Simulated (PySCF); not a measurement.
B(H)(Br)(vinyl) (C₂H₄BBr), SMILES C=CBBr. Atoms are numbered in the order given.

```xyz
8

B     -1.0557    -0.4991     0.0000
H     -2.2395    -0.2350     0.0000
Br     0.1247     1.0218     0.0000
C     -0.5151    -1.9485     0.0000
C      0.7969    -2.2875     0.0000
H     -1.2565    -2.7690     0.0000
H      1.1377    -3.3368     0.0000
H      1.5810    -1.5098     0.0000
```

Geometry: PBE-D3(BJ)/def2-SVP. This is a generated structure with no PubChem entry under its InChIKey; it may be hypothetical. Other conformers were not sampled.

Method: PBE-D3(BJ)/def2-SVP (PySCF).

Frequencies are harmonic and unscaled.

Computed normal modes with their intensities:
```json
[
 {"mode": "1", "ν (cm⁻¹)": "117", "IR (km/mol)": "0.0", "moving atoms (share of kinetic energy)": "H 51 %, C 29 %, B 19 %"},
 {"mode": "2", "ν (cm⁻¹)": "179", "IR (km/mol)": "0.3", "moving atoms (share of kinetic energy)": "C 53 %, Br 21 %, H 18 %"},
 {"mode": "3", "ν (cm⁻¹)": "440", "IR (km/mol)": "5.9", "moving atoms (share of kinetic energy)": "C 51 %, H 24 %, B 15 %, Br 11 %"},
 {"mode": "4", "ν (cm⁻¹)": "455", "IR (km/mol)": "2.9", "moving atoms (share of kinetic energy)": "H 84 %, C 15 %"},
 {"mode": "5", "ν (cm⁻¹)": "660", "IR (km/mol)": "28.3", "moving atoms (share of kinetic energy)": "B 71 %, H 16 %"},
 {"mode": "6", "ν (cm⁻¹)": "804", "IR (km/mol)": "15.0", "moving atoms (share of kinetic energy)": "H 58 %, B 34 %"},
 {"mode": "7", "ν (cm⁻¹)": "910", "IR (km/mol)": "20.7", "moving atoms (share of kinetic energy)": "H 62 %, B 21 %, C 17 %"},
 {"mode": "8", "ν (cm⁻¹)": "968", "IR (km/mol)": "18.8", "moving atoms (share of kinetic energy)": "H 81 %, C 13 %"},
 {"mode": "9", "ν (cm⁻¹)": "985", "IR (km/mol)": "21.2", "moving atoms (share of kinetic energy)": "H 72 %, C 28 %"},
 {"mode": "10", "ν (cm⁻¹)": "1010", "IR (km/mol)": "13.4", "moving atoms (share of kinetic energy)": "H 90 %, C 10 %"},
 {"mode": "11", "ν (cm⁻¹)": "1139", "IR (km/mol)": "153.0", "moving atoms (share of kinetic energy)": "H 49 %, B 41 %, C 10 %"},
 {"mode": "12", "ν (cm⁻¹)": "1257", "IR (km/mol)": "1.1", "moving atoms (share of kinetic energy)": "H 69 %, C 29 %"},
 {"mode": "13", "ν (cm⁻¹)": "1378", "IR (km/mol)": "50.6", "moving atoms (share of kinetic energy)": "H 80 %, C 17 %"},
 {"mode": "14", "ν (cm⁻¹)": "1619", "IR (km/mol)": "48.9", "moving atoms (share of kinetic energy)": "C 85 %, H 13 %"},
 {"mode": "15", "ν (cm⁻¹)": "2586", "IR (km/mol)": "118.8", "moving atoms (share of kinetic energy)": "H 91 %, B 9 %"},
 {"mode": "16", "ν (cm⁻¹)": "3054", "IR (km/mol)": "10.4", "moving atoms (share of kinetic energy)": "H 95 %"},
 {"mode": "17", "ν (cm⁻¹)": "3070", "IR (km/mol)": "7.4", "moving atoms (share of kinetic energy)": "H 92 %, C 8 %"},
 {"mode": "18", "ν (cm⁻¹)": "3154", "IR (km/mol)": "4.0", "moving atoms (share of kinetic energy)": "H 89 %, C 11 %"}
]
```
